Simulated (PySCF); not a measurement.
Isomers of [C5H5FN]- (charge -1), one GFN2-xTB conformer each. Single-point energies are computed at PBE0/pcSseg-1 (PySCF, gas phase, no added dispersion term), electronic only.

| SMILES | GFN2-xTB relative energy (kcal/mol) |
| --- | --- |
| N#C[C-](F)C1CC1 | 53.8 |
| Cc1c[n-]c(F)c1 | 0.0 |

Conformers: `[N:1]#[C:2][C-:3]([F:4])[CH:5]1[CH2:6][CH2:7]1` (charge -1) with C2–C3–C5–C6 31°.

Question: What does PBE0/pcSseg-1 give for the same structures?

Answer: 
| SMILES | PBE0/pcSseg-1 E (Eh) | PBE0/pcSseg-1 (kcal/mol) | GFN2-xTB (kcal/mol) | point group |
| --- | --- | --- | --- | --- |
| Cc1c[n-]c(F)c1 | -347.72255 | 0.0 | 0.0 | Cs |
| N#C[C-](F)C1CC1 | -347.64235 | 50.3 | 53.8 | C1 |

Both levels put the same isomer lowest. As drawn, the higher has a three-membered ring, which the lower lacks.
